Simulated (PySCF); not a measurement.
This PySCF input asks for the NMR shieldings of `C#CC[C@](C)(C#C)B(F)F`, C$_{7}$H$_{7}$BF$_{2}$; the geometry comes from GFN2-xTB.

```python
import basis_set_exchange as bse
import numpy as np
from pyscf import gto, dft
from pyscf.prop import nmr

atoms = """
C     2.628707    0.668758    1.214229
C     1.914687    0.037032    0.491471
C     1.031002   -0.710972   -0.378315
C    -0.417417   -0.156236   -0.342281
C    -0.439668    1.309504   -0.808962
C    -0.905077   -0.228981    1.034535
C    -1.307348   -0.316524    2.158561
B    -1.432883   -1.085642   -1.156483
F    -1.255517   -2.382991   -1.301975
F    -2.550529   -0.636541   -1.685914
H     3.266575    1.207275    1.849038
H     1.025704   -1.757591   -0.062209
H     1.406344   -0.662225   -1.404628
H     0.213235    1.907617   -0.177253
H    -1.449281    1.708661   -0.752769
H    -0.095305    1.379871   -1.838876
H    -1.640228   -0.369800    3.151920
"""
names = dict.fromkeys(["C", "B", "F", "H"], "pcSseg-1")
basis = {el: gto.basis.parse(bse.get_basis(n, elements=[el], fmt="nwchem")) for el, n in names.items()}
mol = gto.M(atom=atoms, basis=basis, charge=0, verbose=0)
mf = dft.RKS(mol, xc="PBE0")
mf.grids.level = 2
mf.grids.alignment = dft.numint.BLKSIZE   # the property module wants whole blocks of grid points
mf.conv_tol = 1e-9
mf.kernel()

calc = nmr.RKS(mf)   # GIAO
C = mf.mo_coeff
Co = C[:, mf.mo_occ > 0]
resp = mf.gen_response(singlet=True, hermi=2)
def vind(x):   # induced exchange potential for any number of trial vectors
    d = np.einsum("pi,xij,qj->xpq", C, 2 * x.reshape(-1, C.shape[1], Co.shape[1]), Co, optimize=True)
    return np.einsum("xpq,pi,qj->xij", resp(d - d.transpose(0, 2, 1)), C, Co, optimize=True).ravel()
mo1, _ = nmr.rhf.solve_mo1(calc, with_cphf=vind)
sigma = calc.kernel(mo1)
for i, s in enumerate(sigma):   # ppm
    print("%2d %-2s %9.2f" % (i, mol.atom_pure_symbol(i), np.trace(s) / 3))
```

Question: What does it print?

Answer: 
```
 0 C     108.01
 1 C     101.88
 2 C     157.69
 3 C     163.21
 4 C     164.55
 5 C      97.76
 6 C     106.27
 7 B      75.22
 8 F     251.74
 9 F     248.17
10 H      30.19
11 H      28.73
12 H      29.53
13 H      29.50
14 H      30.07
15 H      30.88
16 H      29.97
```

These numbers come from an equivalent density-fitted implementation of the same equations, which agrees with the script to about 0.01 ppm for H and up to a few tenths of a ppm for heavy atoms, so last digits may differ.

Size and cost of the density-fitted run: 205 basis functions, 43 s wall time on 1 thread of an Arm Neoverse V1, shared host; peak memory 0.92 GiB.
